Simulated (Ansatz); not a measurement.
C$_{3}$H$_{9}$BO$_{2}$, SMILES `COB(C)OC`, relaxed with RKS PBE0-D4/def2-TZVP in Ansatz 0.2.0 from a GFN2-xTB geometry. The force threshold is 0.005 eV/Å; the program also tests the step.

The species carries charge 0 and has multiplicity 1.

Start:

```xyz
15

C     0.644    1.955   -0.328
O     0.284    0.814    0.406
B    -0.132   -0.351   -0.176
C    -0.279   -0.557   -1.753
O    -0.436   -1.398    0.618
C    -0.353   -1.358    2.026
H    -0.173    2.281   -0.978
H     1.526    1.762   -0.945
H     0.872    2.746    0.388
H    -0.660   -1.547   -1.983
H    -0.957    0.174   -2.188
H     0.679   -0.441   -2.257
H     0.132   -2.276    2.362
H     0.216   -0.491    2.365
H    -1.363   -1.312    2.441
```

Task: How much energy does the relaxation release, and in how many steps? (An estimate is asked.)

Result: Ansatz gave: 0.66 kcal/mol, in 29 steps, 6 of them rejected.

Task: Which bonds change most? (Best estimate.)

Result: The calculation gave: B3–C4 from 1.597 to 1.570 Å; B3–O5 from 1.349 to 1.360 Å; C4–H12 from 1.088 to 1.095 Å; C4–H11 from 1.088 to 1.095 Å.

Task: Give the relaxed structure. (Estimate.)

Result: Computed: 
```xyz
15

C     0.506    1.949   -0.311
O     0.219    0.784    0.424
B    -0.109   -0.391   -0.192
C    -0.199   -0.563   -1.751
O    -0.369   -1.463    0.604
C    -0.299   -1.349    2.010
H    -0.347    2.259   -0.923
H     1.371    1.808   -0.967
H     0.733    2.745    0.399
H    -0.478   -1.581   -2.024
H    -0.936    0.120   -2.186
H     0.755   -0.329   -2.234
H    -0.544   -2.324    2.432
H     0.704   -1.058    2.335
H    -1.008   -0.607    2.385
```
